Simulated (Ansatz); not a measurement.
`[F][SnH2][SH]` and `[SH][SnH2][Cl]` differ in one element.

Ansatz, PBE0-D4/def2-TZVP geometries, multiplicity 1. Each molecule was computed in one conformer, which needn't be the lowest.

Elements past krypton have def2 core potentials.

| property | `[F][SnH2][SH]` |
| --- | --- |
| size of the dipole moment (B3LYP/def2-TZVPP) / D | 2.53 |
| HOMO–LUMO gap (PBE/def2-TZVPP) / eV | 4.79 |
| HOMO energy (PBE0/def2-TZVPP) / eV | -7.89 |
| LUMO energy (B3LYP/def2-TZVPP) / eV | -1.23 |
| LUMO energy (ωB97M-V/def2-TZVPP) / eV | 0.92 |
| LUMO energy (PBE0/def2-TZVPP) / eV | -0.91 |

Give the same properties after the change, and the shifts. (Estimate.)

The calculation gave: 
```tsv
property	`[SH][SnH2][Cl]`	shift
size of the dipole moment (B3LYP/def2-TZVPP) / D	2.13	-0.40
HOMO–LUMO gap (PBE/def2-TZVPP) / eV	4.48	-0.31
HOMO energy (PBE0/def2-TZVPP) / eV	-7.79	0.10
LUMO energy (B3LYP/def2-TZVPP) / eV	-1.46	-0.23
LUMO energy (ωB97M-V/def2-TZVPP) / eV	0.72	-0.20
LUMO energy (PBE0/def2-TZVPP) / eV	-1.16	-0.25
```

With PBE0 the HOMO rises by 0.10 eV and the LUMO falls by 0.25 eV, so the gap narrows by about 0.35 eV. PBE moves the HOMO by 0.08 eV and ωB97M-V by 0.11 eV. Dipoles are sizes alone; their direction can turn.

B3LYP here is the variant with VWN-RPA as its local correlation; programs differ in this.
